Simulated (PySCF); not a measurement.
C₄H₉ClSi₂, SMILES C[SiH](C)C#C[SiH2]Cl at its GFN2-xTB optimised geometry (Å):

```
16

Si     1.2811    -2.4020     0.0000
Cl     0.6448    -3.2997     1.7016
C      0.6588    -0.6631     0.0000
C      0.2414     0.4739     0.0181
Si    -0.4095     2.2153     0.0719
C      0.3348     3.0748     1.5959
C     -2.3045     2.1321     0.2037
H      0.7198    -3.1258    -1.1384
H      2.7423    -2.4020     0.0000
H      0.0052     2.8891    -1.1708
H     -0.0181     4.0986     1.6843
H      1.4188     3.1041     1.5376
H      0.0703     2.5545     2.5125
H     -2.7423     3.1258     0.2413
H     -2.6163     1.6004     1.0986
H     -2.7334     1.6154    -0.6498
```

Computed with PBE0/def2-TZVP in PySCF. Cells within 0.4 Å of a nucleus heavier than hydrogen are left out (blank, or x).

Map of the log10 of the electron density (e/bohr³), floored at −4 on the plane z = 0.0 Å:

```
|000000000000000000000000000|
|000000000000000000000000000|
|000001111001121100000000000|
|000012333222333211000000000|
|000134555434444321000000000|
|000245776555665432100000000|
|000246887766776542100000000|
|000246888878x86542100000000|
|0012468xx889x96542100000000|
|000246788877877643100000000|
|000245677666788654210000000|
|000134555556898764310000000|
|0000123333468xx875320000000|
|000001112246799876421000000|
|00000000123578xx86431000000|
|00000000013468xx86532100000|
|000000000124578886554320000|
|000000000013467877666431000|
|0000000000124568x9787642000|
|0000000000124569x9888642000|
|000000000012456787776531000|
|000000000012356666555421000|
|000000000002345554443210000|
|000000000001234443221000000|
|000000000000122222100000000|
|000000000000001110000000000|
|000000000000000000000000000|
```
Scale: ten equal steps from -4.00 (start of '0') to -0.190 (end of '9'), in the order '0123456789'; x runs from -5.50 to 5.50, y from -5.50 (bottom) to 5.50 (top).
